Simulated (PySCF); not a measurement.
Isomers of C7H9NO, from PySCF 2.14.0, PBE0-D3(BJ)/def2-SVP geometry optimisation, gas phase. One conformer each, no zero-point energy, no frequencies.

**Question.** Which is lower in electronic energy at this level?
A. `[CH3:1][O:2][CH2:3][c:4]1[cH:5][cH:6][cH:7][n:8][cH:9]1` with C1–O2–C3–C4 -178°, O2–C3–C4–C5 16°: A = 4959, B = 914.9, C = 781.9 MHz, dipole 2.67 D
B. `[CH3:1][CH2:2][O:3][c:4]1[cH:5][cH:6][cH:7][n:8][cH:9]1` with C1–C2–O3–C4 -178°, C2–O3–C4–C5 179°: A = 4993, B = 938.6, C = 798.1 MHz, dipole 2.06 D

**Answer.** B. That is `CCOc1cccnc1`, 7.4 kcal/mol below the other.

```
     SMILES                                            mapped SMILES      E (Eh)  relative (kcal/mol)  relative (kJ/mol)  dipole (D)
CCOc1cccnc1  [CH3:1][CH2:2][O:3][c:4]1[cH:5][cH:6][cH:7][n:8][cH:9]1  -401.38167                  0.0                0.0        2.06
COCc1cccnc1  [CH3:1][O:2][CH2:3][c:4]1[cH:5][cH:6][cH:7][n:8][cH:9]1  -401.36981                  7.4               31.1        2.67
```
